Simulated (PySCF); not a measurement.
A PySCF script (with the pyscf-properties extension) for the NMR shieldings of `C=CC[C@H]1CBCC1`, C7H13B, on a PBE0-D3(BJ)/def2-SVP geometry:

```python
import basis_set_exchange as bse
import numpy as np
from pyscf import gto, dft
from pyscf.prop import nmr

atoms = """
C     3.425329    0.512383    0.736864
C     2.526996    0.090852   -0.154324
C     1.279840   -0.666801    0.172955
C    -0.006769    0.093767   -0.151840
C    -0.216796    0.453759   -1.633166
B    -1.768924    0.597634   -1.799228
C    -2.427903    0.041520   -0.489540
C    -1.281366   -0.664576    0.243197
H     4.314242    1.073784    0.436531
H     3.305582    0.306526    1.805995
H     2.688858    0.322035   -1.215418
H     1.286251   -0.940403    1.241487
H     1.268517   -1.616591   -0.395912
H     0.014270    1.041250    0.420001
H     0.021010   -0.431513   -2.268107
H     0.413483    1.268822   -2.020058
H    -2.347871    1.052541   -2.760399
H    -2.713788    0.968980    0.055192
H    -3.359707   -0.535807   -0.588543
H    -1.410414   -0.720268    1.336381
H    -1.201647   -1.707154   -0.116509
"""
names = dict.fromkeys(["C", "B", "H"], "pcSseg-1")
basis = {el: gto.basis.parse(bse.get_basis(n, elements=[el], fmt="nwchem")) for el, n in names.items()}
mol = gto.M(atom=atoms, basis=basis, charge=0, verbose=0)
mf = dft.RKS(mol, xc="PBE0")
mf.grids.level = 2
mf.grids.alignment = dft.numint.BLKSIZE   # the property module wants whole blocks of grid points
mf.conv_tol = 1e-9
mf.kernel()

calc = nmr.RKS(mf)   # GIAO
C = mf.mo_coeff
Co = C[:, mf.mo_occ > 0]
resp = mf.gen_response(singlet=True, hermi=2)
def vind(x):   # induced exchange potential for any number of trial vectors
    d = np.einsum("pi,xij,qj->xpq", C, 2 * x.reshape(-1, C.shape[1], Co.shape[1]), Co, optimize=True)
    return np.einsum("xpq,pi,qj->xij", resp(d - d.transpose(0, 2, 1)), C, Co, optimize=True).ravel()
mo1, _ = nmr.rhf.solve_mo1(calc, with_cphf=vind)
sigma = calc.kernel(mo1)
for i, s in enumerate(sigma):   # ppm
    w = np.linalg.eigvalsh((s + s.T) / 2)
    print("%2d %-2s iso %8.1f  s11 %8.1f  s22 %8.1f  s33 %8.1f" % (i, mol.atom_pure_symbol(i), w.mean(), *w))
```

Problem. Give the expected output.

Solution. 
```
 0 C  iso     62.1  s11    -50.2  s22     84.4  s33    152.1
 1 C  iso     36.0  s11    -91.2  s22     42.1  s33    157.3
 2 C  iso    138.4  s11    123.8  s22    137.1  s33    154.3
 3 C  iso    139.1  s11    117.1  s22    136.2  s33    163.9
 4 C  iso    144.9  s11    122.6  s22    146.7  s33    165.5
 5 B  iso      7.6  s11    -65.5  s22    -22.4  s33    110.8
 6 C  iso    150.4  s11    134.6  s22    149.2  s33    167.4
 7 C  iso    147.5  s11    120.6  s22    148.6  s33    173.4
 8 H  iso     26.0  s11     23.1  s22     24.8  s33     30.1
 9 H  iso     25.9  s11     22.5  s22     25.0  s33     30.2
10 H  iso     25.0  s11     22.2  s22     23.3  s33     29.4
11 H  iso     28.9  s11     24.4  s22     28.6  s33     33.7
12 H  iso     29.5  s11     26.2  s22     29.2  s33     33.1
13 H  iso     29.8  s11     26.9  s22     28.7  s33     33.8
14 H  iso     31.1  s11     26.8  s22     29.2  s33     37.2
15 H  iso     29.0  s11     24.5  s22     28.2  s33     34.3
16 H  iso     23.3  s11     19.1  s22     24.8  s33     26.0
17 H  iso     30.5  s11     25.0  s22     28.9  s33     37.7
18 H  iso     29.2  s11     24.6  s22     27.5  s33     35.5
19 H  iso     29.2  s11     24.3  s22     28.3  s33     35.1
20 H  iso     30.3  s11     25.7  s22     30.3  s33     34.8
```

These numbers come from an equivalent density-fitted implementation of the same equations, which agrees with the script to about 0.01 ppm for H and up to a few tenths of a ppm for heavy atoms, so last digits may differ.

Problem. Turn these shieldings into chemical shifts. Chemical shifts δ = σref − σ; 13C (σ = 184.41 ppm) and 1H (σ = 31.27 ppm) against TMS; 11B (σ = 100.73 ppm) against BF3·OEt2, all at this level.

Solution. Averaging equivalent atoms: C 1: 148.4; C 0: 122.3; C 2: 46.0; C 3: 45.4; C 4: 39.5; C 7: 36.9; C 6: 34.0; B 5: 93.1; H 16: 7.95; H 10: 6.30; H 9: 5.36; H 8: 5.27; H 11: 2.38; H 15: 2.26; H 18: 2.03; H 19: 2.03; H 12: 1.76; H 13: 1.46; H 20: 1.01; H 17: 0.73; H 14: 0.18 ppm. 

Size and cost of the density-fitted run: 201 basis functions, 30 s wall time on 1 thread of an Arm Neoverse V2, shared host; peak memory 0.92 GiB.
